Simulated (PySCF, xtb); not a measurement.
C₂H₆BNO, SMILES NB1CCO1.

xtb 6.7.1 with GFN2-xTB at its own geometry gives an orbital gap of 6.80 eV and a dipole moment of 1.83 D.

Coordinates come from a PBE0-D3(BJ)/def2-SVP optimisation. The structure was generated by enumeration, and PubChem lists no compound with its InChIKey, so it may never have been made. Other conformers were not sampled.

Problem. What does ωB97X/def2-TZVP (PySCF) give? (Estimate from the structure and the level; the computed values follow.)

Solution. gap 12.91 eV (levels -9.96 and 2.95 eV), dipole 1.69 D.
